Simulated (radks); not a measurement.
Q: These are the eigenvalues of the occupied orbitals of an atom or ion with whole-number occupations (eV). Method: scalar-relativistic Kohn-Sham, exchange-only LDA, spin-polarised, spherical densities, point nucleus; computed with a radial shooting solver on a logarithmic mesh with Libxc functionals.

1s down: -63882.48
1s up: -63882.47
2s up: -11453.93
2s down: -11453.83
2p up: -10162.66
2p down: -10162.59
3s up: -3141.430
3s down: -3139.370
3p up: -2753.856
3p down: -2751.804
3d up: -2288.202
3d down: -2286.608
4s up: -1140.188
4s down: -1136.816
4p up: -1005.761
4p down: -1002.504
4d up: -832.3633
4d down: -829.1641
4f up: -642.8837

Which element is it, and in what charge state? The configuration may be excited. Open shells, if any, are filled with parallel spins first.

A: Z = 71, lutetium, charge +23: Lu23+ in [Kr] 4d10 4f2. The list shows which subshells hold electrons but not how many an open one holds; the 1s level, -2347.6 hartree, gives Z - s = 68.5 by -(Z - s)^2/2, which with screening and relativity narrows Z to a few neighbours, and the depths of the outer levels then fix element, charge and occupations together.
